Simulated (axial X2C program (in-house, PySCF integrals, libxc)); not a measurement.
## Low determinants of ScF⁻ at the PBE0 level, without spin–orbit coupling

All values were computed with an in-house relativistic program for diatomic molecules. Spin-free means the one-electron spin-free X2C Hamiltonian. Basis: Sc dyall-acv3z [11s12p8d5f2g], F dyall-av3z [7s6p3d2f] (cores contracted in-house); Gaussian nuclei, density fitting, unrestricted open shells. Masses: Sc 44.956 u, F 18.998 u.

Search at 1.886 Å (vertical energies from the lowest determinant):

```csv
ΔE (eV),state,electrons beyond evenly filled partner blocks,"electrons in σ, π, δ, φ"
0.00,"M_S = 1/2, Λ = 2",δ+α,18 12 1 0
0.33,"M_S = 1/2, Λ = 1",π+α,18 13 0 0
0.53,"M_S = 1/2, Λ = 0",σα,19 12 0 0
0.70,"M_S = 3/2, Λ = 3","σα, π+α, δ+α",17 13 1 0
0.75,"M_S = 3/2, Λ = 1","σα, π-α, δ+α",17 13 1 0
0.82,"M_S = 3/2, Λ = 2","2 × σα, δ+α",18 12 1 0
0.98,"M_S = 1/2, Λ = 3","σα, π+β, δ+α",17 13 1 0
```

Lowest determinant, M_S = 1/2, Λ = 2 (beyond evenly filled blocks: δ+α): Re = 1.883 Å, ωe = 585.4 cm⁻¹.

The determinant in row 2 of the search, M_S = 1/2, Λ = 1 (beyond evenly filled blocks: π+α), was followed along the bond at PBE0; measured from the minimum of the lowest determinant it gives:

Te = 0.333 eV (2683 cm⁻¹), Re = 1.878 Å, ωe = 532.3 cm⁻¹.

Compare the bond of the determinant in row 2 with that of the lowest one.

At PBE0 its Re is 0.005 Å shorter and its force constant, which goes as ωe², is 0.83 times that of the lowest determinant. T0 ≈ Te + Δωe/2 = 2683 + (-27) = 2656 cm⁻¹.

The search compares states at one distance, so a state with another bond length can lie lower; it is not exhaustive and yields mostly the lowest determinant of each block pattern, so other components and higher states of one pattern are missing. These are energies of single determinants, not of spin-adapted states; PBE0 term energies can be off by some tenths of an eV, and the functional has no current term. The lowest determinant need not be the ground state where others lie within half an eV. For an anion, determinants above electron detachment are held by the basis set. The highest occupied level of some functionals is positive through self-interaction error; at Hartree–Fock it is bound. Row 1 has a positive highest level at its minimum. Row 2 has a positive highest level at its minimum.
